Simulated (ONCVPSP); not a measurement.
## Configuration tests for In (Z = 49) (ONCV)

indium (In), optimised norm-conserving Vanderbilt (ONCV), made with ONCVPSP 4.0.1 (LDA (Perdew-Wang 92), scalar-relativistic). Core [Ar] 3d10, reference 4s2 4p6 4d10 5s1.75 5p1.25. Waves: 4s+5s: rc 1.60 bohr, ncon 3, nbas 8, qcut 6.4 1/bohr, 3 projectors, debl 3.8 Ha; 4p+5p: rc 1.45 bohr, ncon 4, nbas 7, qcut 9.7 1/bohr, 2 projectors; 4d: rc 1.60 bohr, ncon 3, nbas 7, qcut 10.6 1/bohr, 3 projectors, debl 2.7 Ha. Local part: polynomial inside 1.30 bohr (lpopt 5, dvloc0 0 Ha). Core correction: Teter function, fcfact 5, rcfact 1.05.

Energies are relative to the spin-unpolarised reference configuration 4s2 4p6 4d10 5s1.75 5p1.25; without spin polarisation the order of configurations can differ from experiment.

| valence configuration | charge | ΔE all-electron (eV) | error AE − PS (meV) |
| --- | --- | --- | --- |
| 4s2 4p6 4d10 5s2 5p1 | 0 | -1.456 | 0.0 |
| 4s2 4p6 4d10 5s1 5p0 | +2 | 23.788 | -5.0 |
| 4s2 4p6 4d10 5s1 5p1 | +1 | 10.829 | -2.1 |

Question: What are ΔE and the potential's error for 4s2 4p6 4d10 5s2 5p0?

Answer: ΔE = 4.133 eV all-electron; the error (AE − PS) is -1.3 meV.
